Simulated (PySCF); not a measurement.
**Vertical excitation energies**

C₆H₇F₂ (charge +1).
Bonds: F1–C2, C2–F3, C2–C4, C4–C5 (double), C5–C6, C6–C7, C7–C8, C4–C8. Hydrogens: H9 on C2; H10 on C5; H11 on C6; H12, H13 on C7; H14, H15 on C8.

Level of theory: PySCF, TDDFT B3LYP/def2-SVPD, vertical, gas phase, core orbitals frozen in the response. Geometry: PBE0-D3(BJ)/def2-SVP, one conformer, isolated ion. Torsions of this conformer, `[F:1][CH:2]([F:3])[C:4]1=[CH:5][CH+:6][CH2:7][CH2:8]1`: F1–C2–C4–C5 -148°.

Task: List the vertical singlet excitations with oscillator strengths and describe the spectrum.

Result: 

| state | E (eV) | ν̃ (cm⁻¹) | f | main configurations (H = HOMO, L = LUMO) |
| --- | --- | --- | --- | --- |
| S1 | 4.25 | 34250 | 0.016 | H→L (50%), H-1→L (48%) |
| S2 | 5.16 | 41610 | 0.235 | H-1→L (48%), H→L (48%) |
| S3 | 5.52 | 44530 | 0.0026 | H-3→L (52%), H-2→L (23%), H-4→L (14%) |
| S4 | 5.84 | 47120 | 0.0023 | H-5→L (55%), H-3→L (18%), H-4→L (14%) |
| S5 | 5.99 | 48280 | 0.046 | H-2→L (52%), H-4→L (26%) |
| S6 | 6.07 | 48990 | 0.0029 | H-7→L (44%), H-6→L (38%) |
| S7 | 6.15 | 49580 | 0.014 | H-4→L (36%), H-7→L (36%), H-3→L (12%) |
| S8 | 6.39 | 51510 | 0.049 | H-6→L (39%), H-5→L (20%), H-2→L (17%) |
| S9 | 6.68 | 53900 | 0.0065 | H-8→L (88%) |
| S10 | 7.61 | 61410 | 0.0007 | H-9→L (96%) |

Triplets, Tamm–Dancoff:

| state | E (eV) | λ (nm) | main configurations (H = HOMO, L = LUMO) |
| --- | --- | --- | --- |
| T1 | 3.10 | 399.9 | H→L (69%), H-1→L (30%) |
| T2 | 3.94 | 315.0 | H-1→L (68%), H→L (29%) |
| T3 | 5.05 | 245.7 | H-2→L (73%), H-3→L (21%) |
| T4 | 5.29 | 234.2 | H-3→L (44%), H-4→L (22%), H-5→L (15%) |

The lowest singlet comes at 292 nm (410 kJ/mol) in the ultraviolet; it is weak; its leading configuration is HOMO→LUMO (50%). The most intense listed level is S2 at 5.16 eV (240 nm, f = 0.235), 0.91 eV above S1. Löwdin shares by element: HOMO carbon 47% or more, fluorine 11% or more (atoms not listed hold the other 42%); LUMO carbon 75% or more (atoms not listed hold the other 25%). Weighted by f, the mean energy of these states is 5.46 eV. Of the 10 states listed, 5 reach f = 0.01 and none stays under 0.0005. The listed states span 3.37 eV, and the widest gap between neighbours is 0.93 eV (S9 to S10). The vertical ionisation energy (ΔSCF) is 16.45 eV, 8.84 eV above S10. Only the lowest 10 singlets were computed, as vertical energies without vibronic structure.
